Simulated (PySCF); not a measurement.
## Correlation energy of W³⁺ (tungsten, charge +3)

[Xe] 4f14 5d3, high-spin 4F determinant. All numbers are calculated (PySCF 2.14, scalar relativity through the core potential, in aug-cc-pVDZ-PP with ECP60MDF). Frozen: 5s2 5p6; 3 electrons correlated.

```csv
level,correlation energy (mhartree)
CCSD,-11.69
(T),-0.02
CCSD(T),-11.71
```

Diagnostics: T1 = 0.0017, D1 = 0.0024, largest double amplitude 0.015.

Spin-orbit coupling, absent here, splits the open shell strongly.

Cost of the coupled-cluster step: of the order of 1.3 core-seconds, for 3 correlated electrons.
